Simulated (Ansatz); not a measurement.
`OC[SiH](F)S` + CH₄ → `C[SiH](F)CO` + H₂S  (formal exchange of groups at the Si–S bond)

Program: Ansatz. Geometries: PBE0-D4/def2-TZVP. ΔE: electronic, gas phase. CBS: MP2 limit from def2 TZ/QZ plus the TZ coupled-cluster correction, frozen cores. This one scheme is used for every species. DFT in def2-TZVPP. B3LYP here is the variant with VWN-RPA as its local correlation; programs differ in this. One conformer a species, not always the lowest.

| level | ΔE (kcal/mol) | difference from CCSD(T)/CBS |
| --- | --- | --- |
| PBE-D4 | 17.7 | 1.3 |
| r2SCAN-D4 | 17.5 | 1.1 |
| PBE0-D4 | 17.2 | 0.8 |
| B3LYP-D4 | 16.9 | 0.5 |
| ωB97X-V | 16.3 | -0.1 |
| B2PLYP | 16.5 | 0.1 |
| r2SCAN | 17.5 | 1.1 |
| PBE0 | 16.7 | 0.3 |
| B3LYP | 16.0 | -0.4 |
| MP2/def2-TZVPP | 17.2 | 0.8 |
| SCS-MP2/def2-TZVPP | 16.4 | 0.0 |
| CCSD(T)/def2-TZVPP | 15.9 | -0.5 |
| HF/def2-QZVPP | 14.9 | -1.5 |
| MP2/def2-QZVPP | 17.4 | 1.0 |
| SCS-MP2/def2-QZVPP | 16.6 | 0.2 |
| HF/CBS(def2) | 14.8 | -1.6 |
| CCSD(T)/CBS | 16.4 | 0 |

Largest T1 diagnostic among the species: 0.012.

In def2-TZVPP, CCSD(T) changes the Hartree–Fock value by +0.9 kcal/mol (the triples alone add +0.6 kcal/mol) and MP2 by +2.1 kcal/mol. The D4 term adds +0.9 kcal/mol with B3LYP and +0.4 kcal/mol with PBE0; it sums over pairs of atoms, weighted by their polarisabilities, and B3LYP, whose exchange is more repulsive, gets the larger term.
